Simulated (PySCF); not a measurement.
**Electron correlation in Xe⁺ (xenon, charge +1)**

[Kr] 4d10 5s2 5p5, 2P determinant. Computed with PySCF 2.14 in def2-SVP with the def2 core potential (28 electrons) (6s5p3d2f, 50 functions), with scalar relativity through the core potential. Frozen: 4s2 4p6 4d10; 7 electrons correlated.

MP2 pair energies summed by pair of shells (mhartree):

| pair | energy | share (%) |
| --- | --- | --- |
| 5p-5p | -71.82 | 62.0 |
| 5s-5p | -37.44 | 32.3 |
| 5s-5s | -6.54 | 5.6 |

Total MP2 correlation energy: -115.80 mhartree.

Same-spin part -26.10 and opposite-spin part -89.70 mhartree; SCS-MP2 scales them by 1/3 and 6/5 to -116.34 mhartree.

| level | correlation energy (mhartree) |
| --- | --- |
| CCSD | -134.44 |
| (T) | -3.56 |
| CCSD(T) | -138.00 |

Diagnostics: T1 = 0.0060, D1 = 0.0194, largest double amplitude 0.046.

Problem. Is a single reference adequate?

Solution. Yes, within this model without spin-orbit coupling: T1 lies below 0.03 and no double amplitude reaches 0.07.
